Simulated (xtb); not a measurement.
silole (C4H6Si), singlet, from a rough starting geometry; xtb 6.7.1 with GFN2-xTB.

xtb was given this input:
```
$ xtb mol.xyz --gfn 2 --opt vtight --json

# file mol.xyz
11

C     -1.05892345     0.78550664    -0.32969728
C      0.17987556     1.32582686    -0.28920553
Si     1.40951874    -0.07513446     0.25194583
C     -0.09714892    -1.29271651     0.29666396
C     -1.18277801    -0.64718952    -0.12183218
H     -1.89295562     1.34019332    -0.67543078
H      0.43936222     2.31886735    -0.50509958
H      1.96051218     0.14115395     1.60650401
H      2.42948963    -0.39679603    -0.73751519
H     -0.08159280    -2.31926637     0.50143919
H     -2.15634305    -1.12616308    -0.18383690
```

What the program printed (banner, timings and long lists left out):

```
   ID    Z sym.   atoms
    1    6 C      1, 2, 4, 5
    2   14 Si     3
    3    1 H      6-11

           -------------------------------------------------
          |                Calculation Setup                |
           -------------------------------------------------

           -------------------------------------------------
          |                 G F N 2 - x T B                 |
           -------------------------------------------------

          ...................................................
          :                      SETUP                      :
          :.................................................:
          :  # basis functions                  32          :
          :  # atomic orbitals                  31          :
          :  # shells                           17          :
          :  # electrons                        26          :
          :  max. iterations                   250          :
          :  Hamiltonian                  GFN2-xTB          :
          :  restarted?                      false          :
          :  GBSA solvation                  false          :
          :  PC potential                    false          :
          :  electronic temp.          300.0000000     K    :
          :  accuracy                    1.0000000          :
          :  -> integral cutoff          0.2500000E+02      :
          :  -> integral neglect         0.1000000E-07      :
          :  -> SCF convergence          0.1000000E-05 Eh   :
          :  -> wf. convergence          0.1000000E-03 e    :
          :  Broyden damping             0.4000000          :
          :  net charge                          0          :
          :  unpaired electrons                  0          :
          ...................................................

 iter      E             dE          RMSdq      gap      omega  full diag
   1    -13.4389896 -0.134390E+02  0.602E+00    3.16       0.0  T
   2    -13.4959254 -0.569358E-01  0.294E+00    2.89       1.0  T
   3    -13.4899248  0.600054E-02  0.250E+00    3.12       1.0  T
   4    -13.5036424 -0.137175E-01  0.107E+00    3.04       1.0  T
   5    -13.5024404  0.120194E-02  0.583E-01    3.01       1.0  T
   6    -13.5043955 -0.195507E-02  0.288E-01    3.01       1.0  T
   7    -13.5045316 -0.136075E-03  0.150E-01    3.00       1.0  T
   8    -13.5046148 -0.832890E-04  0.501E-02    2.99       1.0  T
   9    -13.5046152 -0.359637E-06  0.146E-02    2.99       2.1  T
[...]
         :: total energy             -13.269826138133 Eh    ::
 * total energy  :   -13.2698261 Eh     change       -0.3838352E-10 Eh
 * total energy  :   -13.2750576 Eh     change       -0.5231503E-02 Eh
 * total energy  :   -13.2757077 Eh     change       -0.6500588E-03 Eh
 * total energy  :   -13.2757637 Eh     change       -0.5595174E-04 Eh
 * total energy  :   -13.2757770 Eh     change       -0.1336052E-04 Eh
 * total energy  :   -13.2757783 Eh     change       -0.1284714E-05 Eh
 * total energy  :   -13.2757793 Eh     change       -0.1001670E-05 Eh
 * total energy  :   -13.2757793 Eh     change       -0.3682767E-07 Eh
   *** GEOMETRY OPTIMIZATION CONVERGED AFTER 8 ITERATIONS ***
         :: total energy             -13.275779335383 Eh    ::
[...]
     8   1 H        0.918    -0.081     4.938     3.476
     9   1 H        0.918    -0.081     4.938     3.475
    10   1 H        0.926     0.019     2.749     2.593
    11   1 H        0.925     0.019     2.750     2.593

 Mol. C6AA /au·bohr⁶  :       1833.985190
 Mol. C8AA /au·bohr⁸  :      57359.005549
 Mol. α(0) /au        :         72.351058

Wiberg/Mayer (AO) data.
largest (>0.10) Wiberg bond orders for each atom

 ---------------------------------------------------------------------------
     #   Z sym  total        # sym  WBO       # sym  WBO       # sym  WBO
 ---------------------------------------------------------------------------
     1   6 C    3.990 --     2 C    1.866     5 C    1.117     6 H    0.967
     2   6 C    3.969 --     1 C    1.866     7 H    0.981     3 Si   0.904
                             4 C    0.139
     3  14 Si   3.635 --     2 C    0.904     4 C    0.904     9 H    0.882
                             8 H    0.882
     4   6 C    3.969 --     5 C    1.866    10 H    0.981     3 Si   0.904
                             2 C    0.139
     5   6 C    3.990 --     4 C    1.866     1 C    1.117    11 H    0.967
     6   1 H    1.000 --     1 C    0.967
     7   1 H    1.000 --     2 C    0.981
     8   1 H    0.993 --     3 Si   0.882
     9   1 H    0.993 --     3 Si   0.882
    10   1 H    1.000 --     4 C    0.981
    11   1 H    1.000 --     5 C    0.967
 ---------------------------------------------------------------------------

Topologies differ in total number of bonds
Writing topology from bond orders to xtbtopo.mol

molecular dipole:
                 x           y           z       tot (Debye)
 q only:        0.476      -0.029       0.097
   full:        0.082      -0.005       0.017       0.214
molecular quadrupole (traceless):
                xx          xy          yy          xz          yz          zz
 q only:        1.386      -0.131      -0.791       0.399       0.006      -0.595
  q+dip:        1.911       0.042       0.405       0.848      -0.696      -2.316
   full:        1.237       0.022       0.223       0.541      -0.432      -1.461

optimized geometry written to: xtbopt.xyz

           -------------------------------------------------
          | TOTAL ENERGY              -13.275779335383 Eh   |
          | GRADIENT NORM               0.000073984778 Eh/α |
          | HOMO-LUMO GAP               2.980968477082 eV   |
           -------------------------------------------------
```
